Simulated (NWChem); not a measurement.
Extrapolating the UMP2 correlation energy of CCl

```
Cl
C 1 1.6758
```
Charge 0, spin multiplicity 2.

Program: NWChem. Structure: optimised with UPBE/def2-SVP, a minimum by its harmonic frequencies.

The correlated methods keep 6 core orbitals frozen. This spin state was chosen for the runs; another may lie lower. The structure started from a generated list of species. The unpaired electrons of the parent sit in orbitals of symmetry b1 (C2v labels of the run); other states weren't searched. No SCF solution was tested for a lower state. Open-shell Hartree-Fock references start from PBE0 orbitals; any time given for them includes that run.

Worked example. The UMP2 correlation energy is -291.24 mHa in cc-pVTZ and -317.61 mHa in cc-pVQZ. The form E(X) = E∞ + A/X³ turns the pair into an estimate of the basis-set limit.

E∞ = (4³·(-317.61) − 3³·(-291.24))/(4³ − 3³) = -336.9 mHa. The larger basis holds 94 % of that, at about 4 times the processor time of the smaller one. This is a two-point estimate.
